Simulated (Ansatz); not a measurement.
A nudged elastic band was laid between two geometries of AlF2HO + H4Si (10 atoms, charge 0, multiplicity 1).

Computed with Ansatz 0.2.0, RHF/6-31G*.

- movable images: 7
- climbing image: yes
- spring: 5.0 eV/Å²
- optimiser: quadratic models (default)
- start path: through a guess of the saddle point
- force threshold: 0.03 eV/Å
- iteration limit: 60
- end points: relaxed

Initial state:

```xyz
10
Properties=species:S:1:pos:R:3
Al -0.015 -0.221 0.426
O -0.344 -0.978 1.892
H -1.149 -1.424 2.102
F 1.512 0.287 0.124
F -1.049 -0.330 -0.837
Si 0.178 3.023 0.986
H 1.267 2.887 1.958
H 0.662 3.332 -0.364
H -0.823 4.002 1.435
H -0.554 1.719 0.927
```

Final state:

```xyz
10
Properties=species:S:1:pos:R:3
Al 0.163 0.538 0.131
O -0.438 -0.374 1.807
H -1.284 -0.804 1.721
F 1.584 -0.242 -0.172
F -1.158 -0.074 -0.663
Si 0.261 2.937 0.669
H 1.041 3.173 1.914
H 0.887 3.758 -0.392
H -1.087 3.503 0.924
H -0.285 -0.120 2.711
```

Question: What changes between the two ends?

Answer: Bonds broken: Si6–H10. Bonds formed: Al1–Si6, O2–H10. AlF2HO + H4Si becomes AlF2H5OSi.

Question: What energy profile does the band end with?

Answer: It converged. The highest image is number 5 of 0 to 8, 53.1 kcal/mol above the first end and 42.7 kcal/mol above the last; the last end lies 10.5 kcal/mol above the first. Neighbouring images differ by up to 1.7 eV, so the band resolves the path poorly. A vibrational analysis at the climbing image gives one clearly imaginary mode, 1846i cm⁻¹: a first-order saddle point. The orbitals stay closed-shell, which can raise the energy where a bond breaks towards radicals; this wasn't checked here.

```
image  path coordinate (Å)  energy (kcal/mol)  Si6–H10 (Å)  Al1–Si6 (Å)  O2–H10 (Å)
    0                 0.00                0.0         1.50         3.30        2.87
    1                 0.64                0.1         1.50         3.30        2.87
    2                 1.29                0.3         1.49         3.31        2.82
    3                 1.93                2.0         1.48         3.24        2.52
    4                 2.58               13.5         1.51         2.99        1.97
    5                 3.22               53.1         1.91         2.70        1.24
    6                 3.97               22.5         2.54         2.49        0.96
    7                 4.71               11.3         3.23         2.46        0.95
    8                 5.46               10.5         3.72         2.46        0.95
```

Question: What is the geometry of the highest image?

Answer: 
```xyz
10
Properties=species:S:1:pos:R:3
Al 0.200 0.161 0.162
O -0.358 -0.294 1.811
H -1.222 -0.657 1.986
F 1.755 -0.169 -0.202
F -0.963 -0.029 -0.972
Si 0.101 2.697 1.071
H 1.150 3.176 1.991
H 0.485 3.093 -0.306
H -1.175 3.372 1.384
H -0.287 0.945 1.724
```

Time of the run: 6.3 min on 1 thread of Arm Neoverse V1 (shared host), peak memory 0.19 GiB.
